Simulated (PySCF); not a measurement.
**Computed beside measured shifts**

System: 1-naphthoyl fluoride (3n) (C11H7FO), SMILES O=C(F)c1cccc2ccccc12.

Atom-mapped SMILES (hydrogens are numbered by the atom that bears them): [O:1]=[C:2]([F:3])[c:4]1[cH:5][cH:6][cH:7][c:8]2[cH:9][cH:10][cH:11][cH:12][c:13]12

Method: GIAO PBE0/pcSseg-1, IEF-PCM chloroform, PySCF SCF with an in-house response code, fitting set def2-universal-JFIT up to Ne and JKFIT beyond, grid level 2, non-relativistic, geometry: PBE0-D3(BJ)/def2-SVP.

One optimised conformer. Values are averaged over the atoms that symmetry or fast rotation interchanges, on this one geometry and without vibrational averaging. Shifts are the reference shielding less the shielding here, at the same level (13C, 1H against isolated TMS; 19F against isolated CFCl3; 17O against isolated H2O); nuclei without a reference have shieldings only.

(1) What shifts does this level give for F3, and how do they compare with measurement?

Answers

(1) 
```
atom  nucleus  computed / ppm  measured / ppm  computed less measured  measured against  medium of the measurement
  F3      19F            28.8            30.4                    -1.6             CFCl3                      CDCl3
```

Computed 19F and 31P shifts carry an offset from the reference molecule (CFCl3 is hard for DFT, lone H3PO4 or PH3 isn't the 85 % acid), so differences between compounds are more accurate than the values.

Measured values: Mengjie Cen, Xi Yang, Shanshan Zhang, Liguang Gan, Long Liu, Tieqiao Chen, Facile synthesis of acyl fluorides through deoxyfluorination of carboxylic acids.
